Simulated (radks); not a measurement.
The germanium anion Ge4-, [Kr], held by a Watson sphere: a shell of charge +4 at radius R that stands for the Madelung well of a crystal (potential energy -4/R inside, -4/r outside, in hartree with lengths in bohr). All-electron calculation, scalar-relativistic Kohn-Sham, LDA (Slater exchange, VWN5 correlation), spin-unpolarised, spherical densities, point nucleus. Program: a radial shooting solver on a logarithmic mesh with Libxc functionals. Response by self-consistent Sternheimer equations with the Hartree and adiabatic LDA kernel, the relativistic mass of each level held fixed and spin-orbit coupling left out. The sphere does not respond.

| R (bohr) | e(3d) (eV) | e(4s) (eV) | e(4p) (eV) | <r> 4p (bohr) | sum of <r^2> (bohr^2) | X-ray form factor at sin(theta)/lambda = 0.1 1/angstrom | alpha (bohr^3) |
|---|---|---|---|---|---|---|---|
| 2.37 | -29.058 | -15.141 | -7.308 | 2.620 | 69.32 | 31.868 | 43.87 |
| 2.74 | -27.870 | -13.720 | -6.571 | 2.823 | 77.99 | 31.516 | 58.76 |
| 2.83 | -27.677 | -13.415 | -6.399 | 2.873 | 80.21 | 31.433 | 63.12 |
| 3.12 | -27.220 | -12.536 | -5.870 | 3.036 | 87.64 | 31.170 | 79.44 |
| 3.64 | -26.780 | -11.309 | -5.041 | 3.333 | 102.0 | 30.736 | 119.1 |
| 3.77 | -26.714 | -11.063 | -4.859 | 3.408 | 105.8 | 30.637 | 131.6 |
| 3.89 | -26.662 | -10.855 | -4.699 | 3.477 | 109.4 | 30.548 | 144.0 |
| 4.92 | -26.455 | -9.680 | -3.628 | 4.085 | 143.7 | 29.925 | 297.2 |
| 4.99 | -26.450 | -9.631 | -3.572 | 4.127 | 146.3 | 29.892 | 311.0 |
